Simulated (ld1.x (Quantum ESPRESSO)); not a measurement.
# Configuration tests for rubidium (Rb) (TM)

Rb (Z = 37), norm-conserving Troullier–Martins (Kleinman–Bylander form), made with ld1.x (Quantum ESPRESSO) 7.5 (PBEsol, scalar-relativistic). Core [Ar] 3d10, reference 4s2 4p6 4d0 5s0.5 5p0 (charge +0.5). Waves: 4p (bound): rc 1.85 bohr; 4d (bound, empty): rc 4.20 bohr; 4s (bound): rc 2.00 bohr. Local part: the s channel. Core correction: none.

Occupied shells without a wave of their own: 5s. They enter only through the test configuration that unscreens the potential.

Energies are relative to the spin-unpolarised reference configuration 4s2 4p6 4d0 5s0.5 5p0; without spin polarisation the order of configurations can differ from experiment. Not all tests gave a result: 1 of 7 tests not solved or not reliable. Left out of the table: 4s2 4p6 4d0 5s0 5p1 (pseudo-atom not self-consistent, printed error +4.0 eV).

Problem. Give the all-electron excitation energy and the error of the potential for: 4s2 4p6 4d0 5s1 5p0; 4s2 4p6 4d0 5s0 5p0; 4s2 4p6 4d1 5s0 5p0; 4s1 4p6 4d0 5s1 5p0; 4s2 4p5 4d0 5s1 5p0; 4s2 4p6 4d0.5 5s0.5 5p0.

Solution.

| valence configuration | charge | ΔE all-electron (eV) | error AE − PS (meV) |
| --- | --- | --- | --- |
| 4s2 4p6 4d0 5s1 5p0 | 0 | -1.561 | +64 |
| 4s2 4p6 4d0 5s0 5p0 | +1 | 2.508 | -112 |
| 4s2 4p6 4d1 5s0 5p0 | 0 | 0.650 | -68 |
| 4s1 4p6 4d0 5s1 5p0 | +1 | 36.178 | +244 |
| 4s2 4p5 4d0 5s1 5p0 | +1 | 19.588 | +224 |
| 4s2 4p6 4d0.5 5s0.5 5p0 | 0 | -0.448 | +3.7 |

Levels in the configuration 4s2 4p6 4d0 5s1 5p0:

```
level  all-electron (eV)  pseudo (eV)
   4s            -31.905      -31.821
   4p            -15.978      -15.899
   5s             -2.222       -2.319
```

ld1.x printed “convergence not achieved” for 5 of the counted tests; their residual had stalled under 1e-8, short of the target of 1e-14. The 5s level has no wave, so the channel is fitted at the deeper level alone: the likely source of the large errors.
